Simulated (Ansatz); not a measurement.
```yaml
crystal:
  periodic: [false, false, false]
  atoms:
    - {symbol: C, position_ang: [-0.460070, -1.362380, -0.089127]}
    - {symbol: C, position_ang: [0.353037, -0.217869, -0.101443]}
    - {symbol: C, position_ang: [1.687294, -0.603482, 0.127216]}
    - {symbol: C, position_ang: [0.267090, 0.402164, -1.358147]}
    - {symbol: C, position_ang: [-0.047901, 0.675097, 0.910385]}
    - {symbol: In, position_ang: [-1.907135, 1.388178, 0.840802]}
    - {symbol: H, position_ang: [-0.427389, -1.817514, 0.808070]}
    - {symbol: H, position_ang: [-0.159546, -2.027470, -0.781704]}
    - {symbol: H, position_ang: [-1.419470, -1.130716, -0.288861]}
    - {symbol: H, position_ang: [2.298218, 0.195788, 0.120293]}
    - {symbol: H, position_ang: [2.008089, -1.244665, -0.579638]}
    - {symbol: H, position_ang: [1.781988, -1.055459, 1.020996]}
    - {symbol: H, position_ang: [0.830957, 1.235446, -1.387696]}
    - {symbol: H, position_ang: [-0.682455, 0.657892, -1.574918]}
    - {symbol: H, position_ang: [0.588522, -0.211800, -2.087570]}
    - {symbol: H, position_ang: [0.054175, 0.243220, 1.816789]}
    - {symbol: H, position_ang: [0.561724, 1.479205, 0.926995]}
    - {symbol: H, position_ang: [-2.946078, 0.995815, -0.302642]}
    - {symbol: H, position_ang: [-2.381061, 2.398550, 1.980210]}
basis:
  gaussian: {orbitals: LANL2DZ}
hamiltonian: {xc: {name: wB97X}}
output: {forces: true}
```

```sh
$ ansatz run in.yaml --threads 4 --pin off --events-out ev --progress --plain --max-ram 11315MiB
```

Output, abridged:

```
Error: <dir> can't be read: No such file or directory (os error 2)
```
